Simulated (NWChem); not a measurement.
AlNH₃Cl₂ cation, singlet

```xyz
7

Al    -0.0286    -0.0001     0.0024
Cl     0.7263    -1.9029     0.0032
Cl     0.7027     1.9121     0.0043
N     -2.0156    -0.0168    -0.0049
H     -2.4014    -0.2052    -0.9398
H     -2.4185     0.8796     0.2966
H     -2.4046    -0.7454     0.6077
```
Atoms are numbered in this order, from 1.

Low-valent species are run as closed-shell singlets; no triplet was tried in these runs. Coordinates come from a B3LYP/6-31G* (spherical d) optimisation.

**Question.** Give the principal values of the shielding tensors (ppm) of Al1, Cl2, Cl3, N4 from PBE/pcSseg-1, GIAO (NWChem), with their diamagnetic and paramagnetic parts as GIAO splits them.

**Answer.** 
| atom | σ11 | σ22 | σ33 | isotropic | diamagnetic | paramagnetic |
|---|---|---|---|---|---|---|
| Al1 | 291.8 | 348.4 | 579.5 | 406.6 | 795.5 | -388.9 |
| Cl2 | 727.9 | 845.9 | 1029.3 | 867.7 | 1147.3 | -279.6 |
| Cl3 | 723.6 | 843.7 | 1026.9 | 864.7 | 1147.3 | -282.6 |
| N4 | 211.4 | 228.6 | 234.3 | 224.8 | 316.3 | -91.5 |
